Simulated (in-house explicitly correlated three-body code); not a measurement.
Computed with an exponentially correlated three-body code. Model: two electrons around a point charge, non-relativistic, variational in 260 exponentially correlated functions (energies converged to about 1e-7 hartree, or 1e-8 relative for large Z).

Command:
```bash
python run_hyl.py task.json out
```
Settings (lengths in bohr, energies in hartree):
```
Z                      4
screening              0.008
interaction_strength   1
functions              260
states_tried           13
```

Run time, properties included: 77 s on 1 thread of Arm Neoverse V2, with other jobs on the host.

**Those bound S and P states to n = 4 that converged, binding against the one-electron ion.**

Given: nuclear charge 4; Yukawa screening of all interactions 0.008 1/bohr.

Computed: one-electron threshold -7.96804794 hartree.

```
term  energy (hartree)  binding (eV)
1 1S       -13.5996524        153.24
2 3S          -9.24138        34.649
2 1S                 ?             ?
2 3P       -9.11916965        31.324
2 1P                 ?             ?
3 3S       -8.49141037        14.241
3 1S        -8.4617722        13.435
3 3P        -8.4590345         13.36
3 1P       -8.44041532        12.854
4 3S       -8.24520715        7.5419
4 1S       -8.23327417        7.2172
4 3P       -8.23211519        7.1856
4 1P       -8.22436161        6.9747
```

Question: What belongs in the row 2 1S?

Answer: energy (hartree): -9.12910221; binding (eV): 31.594.

Question: What belongs in the row 2 1P?

Answer: energy (hartree): -9.05498005; binding (eV): 29.577.

**Converged states only, values per electron or pair (inverse distances are <exp(-kr)/r>).**

```csv
term,mean r (bohr),mean r squared (bohr²),mean inverse r (1/bohr),mean r12 (bohr),mean inverse r12 (1/bohr),mean cosine,mean p1 dot p2 (bohr⁻²),delta r1 (bohr⁻³),delta r12 (bohr⁻³)
1 1S,0.41429,0.23207,3.6798,0.61876,2.1829,-0.032941,0.42051,17.198,1.5231
2 3S,1.0637,1.882,2.3978,1.8106,0.64421,-0.010153,0.028114,10.963,-
2 1S,1.1398,2.2081,2.3764,1.9482,0.69739,-0.013107,0.03398,10.861,0.21398
2 3P,0.97797,1.5999,2.3784,1.6573,0.73343,-0.062098,-0.70608,10.048,-
2 1P,?,?,?,?,?,?,?,?,?
3 3S,2.2503,9.7555,2.1673,4.1495,0.30023,-0.003156,0.0079437,10.401,-
3 1S,2.3637,10.855,2.1616,4.3727,0.31387,-0.004143,0.010168,10.38,0.062774
3 3P,2.2079,9.5079,2.1619,4.0689,0.32215,-0.016049,-0.17427,10.15,-
3 1P,2.2892,10.271,2.1576,4.2217,0.32499,0.006042,0.17351,10.191,0.013826
4 3S,3.9393,31.758,2.0893,7.5165,0.16958,-0.0013315,0.003259,10.273,-
4 1S,4.0913,34.39,2.087,7.8192,0.17493,-0.0017712,0.0042814,10.266,0.026197
4 3P,?,?,?,?,?,?,?,?,-
4 1P,4.0482,33.905,2.0853,7.732,0.17947,0.0024339,0.071434,10.188,0.0060479
```

Question: What belongs in the row 2 1P?

Answer: mean r (bohr): 1.0339; mean r squared (bohr²): 1.8109; mean inverse r (1/bohr): 2.3629; mean r12 (bohr): 1.7286; mean inverse r12 (1/bohr): 0.73788; mean cosine: 0.022851; mean p1 dot p2 (bohr⁻²): 0.62141; delta r1 (bohr⁻³): 10.211; delta r12 (bohr⁻³): 0.041271.

Question: What belongs in the row 4 3P?

Answer: mean r (bohr): 3.9399; mean r squared (bohr²): 32.047; mean inverse r (1/bohr): 2.0871; mean r12 (bohr): 7.5195; mean inverse r12 (1/bohr): 0.17811; mean cosine: -0.0064368; mean p1 dot p2 (bohr⁻²): -0.068741; delta r1 (bohr⁻³): 10.171.

**Electric-dipole lines between converged S and P states, rate of the upper state's decay.**

```tsv
s state	p state	p minus s (eV)	oscillator strength from s	rate (1/s)
1 1S	2 1P	123.67	0.55148	1.2199e+11
1 1S	3 1P	140.39	0.12676	3.6136e+10
1 1S	4 1P	146.27	0.049103	1.5195e+10
2 1S	2 1P	2.017	0.14862	8.7448e+06
2 1S	3 1P	?	?	?
2 1S	4 1P	?	?	?
3 1S	2 1P	-16.142	-0.077358	8.7464e+08
3 1S	3 1P	0.58115	0.2564	1.2525e+06
3 1S	4 1P	6.4603	0.32253	1.9469e+08
4 1S	2 1P	-22.36	-0.01593	3.4559e+08
4 1S	3 1P	-5.6366	-0.1699	2.3422e+08
4 1S	4 1P	0.24252	0.35639	303200
2 3S	2 3P	3.3255	0.2132	3.4103e+07
2 3S	3 3P	21.289	0.25239	1.6545e+09
2 3S	4 3P	27.463	0.071371	7.7862e+08
3 3S	2 3P	-17.082	-0.088692	1.123e+09
3 3S	3 3P	0.88099	0.35602	3.9968e+06
3 3S	4 3P	7.0558	0.26353	1.8976e+08
4 3S	2 3P	-23.782	-0.01731	4.2482e+08
4 3S	3 3P	-5.8185	-0.19735	2.8991e+08
4 3S	4 3P	0.35625	0.4899	899310
```

Question: What belongs in the row 2 1S 3 1P?

Answer: p minus s (eV): 18.74; oscillator strength from s: 0.30566; rate (1/s): 1.5526e+09.

Question: What belongs in the row 2 1S 4 1P?

Answer: p minus s (eV): 24.619; oscillator strength from s: 0.08197; rate (1/s): 7.1861e+08.

**Static dipole response.**

```
state  polarisability (bohr³)
 1 1S                 0.05227
 2 1S                  27.997
 2 3S                  14.922
```
